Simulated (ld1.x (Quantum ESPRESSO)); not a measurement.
**Before and after: ultrasoft potential for Ar (Z = 18)**

| Property | Result |
| --- | --- |
| Element | Ar (Z = 18) |
| Generator | ld1.x (Quantum ESPRESSO) 7.5 |
| Type | ultrasoft |
| Functional | Wu–Cohen |
| Relativity | scalar-relativistic |
| Frozen core | [Ne] |
| Valence charge | 8 |
| Reference configuration | 3s2 3p5 (charge +1) |
| Partial waves | 3s (bound): rcut 0.90, rcutus 1.25 bohr; 3s channel at -2.2 Ry: rcut 0.90, rcutus 1.25 bohr; 3p (bound): rcut 0.85, rcutus 1.00 bohr; 3p channel at 2.8 Ry: rcut 0.85, rcutus 1.00 bohr; 3d channel at 0.5 Ry: rcut 0.80, rcutus 1.05 bohr |
| Local potential | all-electron potential smoothed inside 1.05 bohr (lloc = -1) |
| Core correction | a·sin(br)/r model core inside 0.70 bohr |
| Augmentation charge | built from norm-conserving waves at rcut, not smoothed further |

Change: local potential all-electron potential smoothed inside 0.72 bohr (lloc = -1).

Cutoffs: the cutoffs (Ry, on a coarse ladder) from which the occupation-weighted sum of valence levels, in a spherical-Bessel basis at the reference potential, stays within 10 and 1 mRy of its value at 400 Ry; they do not see the model core or the augmentation charge, which bear on the density cutoff. Errors are all-electron minus pseudo energies relative to the spin-unpolarised reference configuration.

Predict the effect on cutoff, ghosts and configuration errors.

The potential gets softer (45 Ry and 90 Ry → 45 Ry and 70 Ry); of the 6 tests that both files solve, the error grows in 3 and shrinks in 0 by more than 15 % and 0.3 meV (median size 2.2 → 2.4 meV); the range in which the s phases agree narrows (upper end at the end of the scan → 0.9); neither file shows a bound ghost. That the errors move this way runs against the usual rule that smaller radii transfer better.

| quantity | base | changed |
| --- | --- | --- |
| cutoff, loose | 45 Ry | 45 Ry |
| cutoff, tight | 90 Ry | 70 Ry |
| loose cutoff by channel (10 mRy a level) | s 15 Ry, p 18 Ry | s 12 Ry, p 18 Ry |
| bound ghosts | none | none |
| error for 3s2 3p6, meV [ΔE -16.03 eV] | +3.0 | +3.2 |
| error for 3s2 3p4, meV [ΔE 28.64 eV] | +0.5 | +1.1 |
| error for 3s2 3p3, meV [ΔE 71.22 eV] | +12 | +15 |
| error for 3s1 3p6, meV [ΔE 14.57 eV] | +0.8 | +0.8 |
| error for 3s2 3p2, meV [ΔE 128.86 eV] | +46 | +55 |
| error for 3s2 3p5.5, meV [ΔE -9.50 eV] | +1.4 | +1.5 |
| s: phases at 1.35 bohr within 0.05 rad from the reference energy up to (Ry; the scan ends near 5) | to the end of the scan | 0.9 |
| p: phases at 1.35 bohr within 0.05 rad from the reference energy up to (Ry; the scan ends near 5) | to the end of the scan | 4.9 |
| d: phases at 1.35 bohr within 0.05 rad from the reference energy up to (Ry; the scan ends near 5) | to the end of the scan | to the end of the scan |
| lowest overlap eigenvalue by channel | s 0.39, p 0.59, d 1.00 | s 0.31, p 0.57, d 1.00 |
